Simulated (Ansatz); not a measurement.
Compare A (`BCC(=N)N`) with its isomer B (`CC1NB1N`).

Isolated molecules relaxed with PBE0-D4/def2-TZVP in Ansatz; ΔE leaves out vibrations. CBS: MP2 limit from def2 TZ/QZ plus the TZ coupled-cluster correction, frozen cores. DFT in def2-TZVPP. B3LYP here is the variant with VWN-RPA as its local correlation; programs differ in this. One conformer a species, not always the lowest.

**Question.** Which isomer does CCSD(T)/CBS put lower? Give the gap. (Estimate.)

**Answer.** Ansatz gave: B, by 139.0 kJ/mol.

**Question.** Give E(B) − E(A) in kJ/mol with CCSD/def2-TZVPP, ωB97M-V, B2PLYP, HF/def2-TZVPP, PBE0-D4, B3LYP-D4, B3LYP. (Best estimate.)

**Answer.** Computed: CCSD/def2-TZVPP -136.1, ωB97M-V -142.8, B2PLYP -137.5, HF/def2-TZVPP -114.6, PBE0-D4 -147.8, B3LYP-D4 -134.1, B3LYP -136.8. None reverses the order clearly.

Largest T1 diagnostic: 0.013.

In def2-TZVPP, CCSD(T) changes the Hartree–Fock value by −20.8 kJ/mol (the triples alone add +0.7 kJ/mol) and MP2 by −31.0 kJ/mol. From PBE to PBE0 (25 % exact exchange), in def2-TZVPP and without D4, E(B) − E(A) moves by −3.1 kJ/mol.
